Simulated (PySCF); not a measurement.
# Reading the logs of faulty runs: CClGeH3O

These are calculations, not measurements. The program is PySCF 2.14.0, an open-source quantum chemistry code, run on an isolated molecule that a program drew, which may never have been made. The molecule is CClGeH3O (charge 0, singlet), drawn as the SMILES string `O[CH]=[GeH][Cl]`.

Each row is a Hartree-Fock (HF) and frozen-core CCSD(T) single point in the cc-pV(D+d)Z basis, meant for a local HF minimum. Run 1 is clean. Each other run has one planted mistake out of seven kinds, and not every kind appears here: one electron removed, one electron added, multiplicity raised by two, geometry at a saddle point, minimal basis STO-3G, one bond length entered in bohr, all coordinates scaled. The reference is restricted for singlets and unrestricted otherwise, and also for a bond in bohr. Adding or removing an electron swaps singlet and doublet. Electrons count all cores. HOMO and LUMO are orbital energies over both spins, the gradient is its largest component, and the lowest frequency (negative if imaginary) is given only where the gradient is small. Bond lengths are over the 6 bonds as drawn. T1 is the CCSD diagnostic: over 0.02 (restricted) or 0.045 (unrestricted) a single reference is doubtful. Germanium has the cc-pVDZ-PP basis, with a core potential (ECP10MDF) in place of its 10 inner electrons, and its 3s, 3p and 3d shells are frozen in CCSD(T).

Geometry of the clean run:
```xyz
7
CClGeH3O, angstrom
O     0.5789   -2.5819   -1.5797
C     0.4306   -1.3759   -1.9627
Ge    0.1595   -0.7147   -3.9117
Cl    1.1023    1.2925   -3.4150
H     0.7275   -3.1701   -2.3168
H     0.2951   -0.7298   -1.0922
H     1.4849   -1.4827   -4.3097
```

| run | electrons | basis functions | <S^2> | HOMO (eV) | LUMO (eV) | gradient (hartree/bohr) | lowest frequency (cm^-1) | mean bond (Å) | longest bond (Å) | T1 | HF (hartree) | CCSD(T) (hartree) | mistake |
|---|---|---|---|---|---|---|---|---|---|---|---|---|---|
| 1 | 66 | 89 | 0.000 | -8.50 | 1.04 | 1.9e-05 | 62 | 1.5420 | 2.273 | 0.0247 | -867.33154 | -867.92609 | no fault |
| 2 | 67 | 89 | 0.768 | -1.89 | 7.74 | 1.3e-01 | - | 1.5420 | 2.273 | 0.0156 | -867.35269 | -867.94411 | one electron added |
| 3 | 66 | 89 | 0.000 | -7.62 | 2.59 | 4.9e-05 | -282 | 1.4679 | 2.153 | 0.0131 | -867.31365 | -867.92131 | geometry at a saddle point |
| 4 | 66 | 89 | 2.035 | -8.24 | -0.99 | 9.6e-02 | - | 1.5420 | 2.273 | 0.0218 | -867.28377 | -867.85748 | ? |
| 5 | 65 | 89 | 0.772 | -16.35 | -6.79 | 6.0e-02 | - | 1.5420 | 2.273 | 0.0263 | -867.05220 | -867.62671 | ? |

**Which mistake was planted in run 4, and what did it cost?**

Electrons, basis and geometry are unchanged, and <S^2> is 2.035, beside S(S+1) = 2.00 for a multiplicity of 3. So the mistake is: multiplicity raised by two. Subtracting run 1 and multiplying by 627.51 kcal/mol a hartree, the energy moved by 30.0 kcal/mol in HF and 43.1 kcal/mol in CCSD(T).

**Which mistake was planted in run 5, and what did it cost?**

It counts 65 electrons, one fewer than the clean run, at the same geometry and basis. So the mistake is: one electron removed. Subtracting run 1 and multiplying by 627.51 kcal/mol a hartree, the energy moved by 175.3 kcal/mol in HF and 187.9 kcal/mol in CCSD(T).

Cautions from the logs. Run 1: T1 is over the limit, so its CCSD(T) energy is less reliable.
